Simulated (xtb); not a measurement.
C2H4GeN2, SMILES N#C/N=[CH]\[GeH3]. All values are semi-empirical tight-binding results from xtb (GFN2-xTB unless named), good for trends rather than for accurate numbers. Geometry: GFN2-xTB. The structure was generated by enumeration; whether it is a known compound was not checked.

For metal compounds this method's bond lengths and energies can be far off.

Computed properties:
The orbital gap is 2.16 eV. The zero-point energy comes out as 31.5 kcal/mol and the G − E(el) at 298.15 K (modified RRHO) comes out as 11.6 kcal/mol.
